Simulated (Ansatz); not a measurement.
Consider the formal exchange of groups at a Ge–C bond: `F[SiH](F)[CH2][GeH3]` + `NC(O)O` → `N[CH](O)[GeH3]` + `OC[SiH](F)F`.

Isolated molecules relaxed with PBE0-D4/def2-TZVP in Ansatz; ΔE leaves out vibrations. CCSD(T)/CBS is the MP2 limit (def2-TZVPP, def2-QZVPP) plus CCSD(T) − MP2 in def2-TZVPP, frozen cores. DFT in def2-TZVPP. B3LYP here is the variant with VWN-RPA as its local correlation; programs differ in this. For Ge outer-core shells are correlated without core-valence functions, which leaves a few kJ/mol of doubt a bond. Scalar relativity is left out up to krypton. One conformer a species, not always the lowest.

`F[SiH](F)[CH2][GeH3]`:

Cartesian coordinates in Å:
```
F 0.151 -1.761 -2.349
Si 0.447 -1.244 -0.874
F 1.995 -0.877 -0.827
C -0.554 0.247 -0.496
Ge -0.135 1.097 1.228
H 0.221 -2.374 0.050
H -1.612 -0.033 -0.487
H -0.419 0.992 -1.285
H -1.203 2.157 1.539
H 1.247 1.759 1.158
H -0.138 0.038 2.344
```

`NC(O)O`:

Z-matrix (Å, degrees):
```
C
O 1 1.398
O 1 1.390 2 112.8
N 1 1.431 2 105.1 3 -119.8
H 1 1.101 2 110.0 3 116.0
H 2 0.961 1 107.2 3 -57.5
H 3 0.966 1 105.7 2 -72.1
H 4 1.011 1 110.6 2 -44.7
H 4 1.011 1 110.7 2 -166.0
```

`N[CH](O)[GeH3]`:

Cartesian coordinates in Å:
```
N -1.053 -1.175 -0.072
C 0.214 -0.513 -0.194
O 0.504 -0.475 -1.581
Ge 0.074 1.338 0.532
H -1.416 -1.126 0.870
H -0.980 -2.150 -0.342
H 1.041 -1.034 0.321
H 1.447 -0.322 -1.686
H 1.446 2.020 0.368
H -0.991 2.120 -0.247
H -0.286 1.318 2.032
```

`OC[SiH](F)F`:

Z-matrix (Å, degrees):
```
C
Si 1 1.867
O 1 1.419 2 112.4
H 1 1.094 2 109.6 3 -118.6
H 1 1.101 2 109.8 3 125.3
F 2 1.594 1 106.5 3 -48.2
F 2 1.586 1 111.2 3 67.8
H 2 1.478 1 115.2 3 -168.7
H 3 0.961 1 108.8 2 54.8
```

| level | ΔE (eV) |
| --- | --- |
| B3LYP-D4 | 1.35 |
| PBE | 1.33 |
| r2SCAN | 1.45 |
| PBE0 | 1.44 |
| CCSD/def2-TZVPP | 1.49 |
| CCSD(T)/def2-TZVPP | 1.49 |
| HF/def2-QZVPP | 1.54 |
| CCSD/CBS(def2) | 1.46 |

(1) What does CCSD(T)/CBS give? (Best estimate.)

Largest T1 diagnostic among the species: 0.011.

Results:

(1) Ansatz gave: +1.46 eV. The listed levels differ from it by -0.11, -0.13, -0.01, -0.02, 0.03, 0.03, 0.08, 0.00 eV.

From PBE to PBE0 (25 % exact exchange), in def2-TZVPP and without D4, ΔE moves by +0.10 eV.
